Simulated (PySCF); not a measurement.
# Si²⁺: ionisation energy

Si²⁺ [Ne] 3s2 (1S) → Si³⁺ [Ne] 3s1 (2S), as a difference of total energies. Calculation: PySCF 2.14, in x2c-SVPall; the spin-free X2C one-electron Hamiltonian (Gaussian nucleus). Correlated levels: valence: [Ne] frozen. The calculations carry no spin-orbit coupling.

Task: Order these methods by the ionisation energy they give, lowest first.
A. CCSD (valence)
B. M06-2X
C. SCS-MP2 (valence)
D. MN15

Result: C (32.931 eV), D (33.087 eV), A (33.158 eV), B (33.730 eV).

Errors of the correlated levels include the incompleteness of this basis and the frozen core.

With two correlated electrons CCSD is exact in that space.

For comparison: 33.493 eV (measured; NIST Atomic Spectra Database, ionization energies).
